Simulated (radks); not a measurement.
Values are calculated unless marked as measured or tabulated.
Task: Species: Au35+. Configuration: [Kr] 4d8. Code: a radial shooting solver on a logarithmic mesh with Libxc functionals. Model: Dirac Kohn-Sham, relativistic LDA (MacDonald-Vosko exchange, VWN5 correlation), spin-unpolarised, spherical densities, finite nucleus; open shells fill j = l - 1/2 first; Fermi nuclear charge, rms radius 5.4371 fm.

Spin-orbit splittings of the eigenvalues, e(l+1/2) - e(l-1/2), with zeta = 2 splitting/(2l+1) and mean radii in bohr:

| shell | occ. | splitting (eV) | zeta (eV) | <r> j=l-1/2 | <r> j=l+1/2 |
|---|---|---|---|---|---|
| 2p | 6 | 1810 | 1206 | 0.05822 | 0.06673 |
| 3p | 6 | 405.4 | 270.2 | 0.1731 | 0.1882 |
| 3d | 10 | 87.65 | 35.06 | 0.1637 | 0.1683 |
| 4p | 6 | 120.0 | 80.00 | 0.3775 | 0.4021 |
| 4d | 8 | 25.06 | 10.02 | 0.3930 | 0.4001 |
| 5p | 0 | ? | ? | 0.6822 | 0.7150 |

Estimate the 5p splitting.

Result: 47.59 eV (zeta = 31.73 eV).
